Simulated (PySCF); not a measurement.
A structure optimised at PBE0-D3(BJ)/def2-SVP, used in a PySCF frequency run:

```xyz
9

B     -0.4832    -0.0654     0.8327
H     -1.2932    -0.4425     1.6505
O      0.4258     0.9099     1.1075
H      0.3408     1.2457     2.0031
O     -0.5115    -0.6536    -0.3805
C      0.3729    -0.3081    -1.4178
H      0.9530    -1.1966    -1.7127
H     -0.2061     0.0274    -2.2924
H      1.0689     0.4910    -1.1216
```

Write its SMILES and formula.

COBO, CH5BO2

What are its rotational constants (standard atomic weights)?

19.097, 5.9571, 4.6752 GHz
